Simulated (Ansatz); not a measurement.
```yaml
crystal:
  periodic: [false, false, false]
  atoms:
    - {symbol: C, position_ang: [1.101929, 0.124068, 0.908394]}
    - {symbol: O, position_ang: [0.441061, -0.931789, 0.242863]}
    - {symbol: Si, position_ang: [-1.039601, -0.870565, -0.433786]}
    - {symbol: F, position_ang: [-1.099459, -2.185021, -1.334257]}
    - {symbol: Se, position_ang: [-1.332555, 0.899401, -1.873432]}
    - {symbol: H, position_ang: [1.086495, 1.039398, 0.308425]}
    - {symbol: H, position_ang: [2.137464, -0.179239, 1.064756]}
    - {symbol: H, position_ang: [0.644289, 0.324376, 1.881540]}
    - {symbol: H, position_ang: [-1.851123, 1.733172, -0.781503]}
basis:
  gaussian: {orbitals: cc-pVTZ, fitting: {mean_field: def2-universal-jkfit}, point_charges: [{charge: 1.00, position_ang: [4.872, -0.227, -0.623]}]}
magnetization: {spin_polarized: true, initial_magnetization: 1}
hamiltonian: {xc: {name: HF}}
correlation: {method: mp2, frozen_orbitals: {C: 0}}
output: {forces: true}
```

```sh
$ ansatz run in.yaml --threads 2 --pin off --events-out ev --progress --plain --max-ram 32768MiB --backend cpu
```

It prints (some lines left out):

```
Functional definition: HF
Error: "frozen_orbitals" has no count for O
```

**Question.** Something in this input is off. What?

**Answer.** Frozen orbitals are typed for one element alone, and the program wants a count for each. The program refused the input.
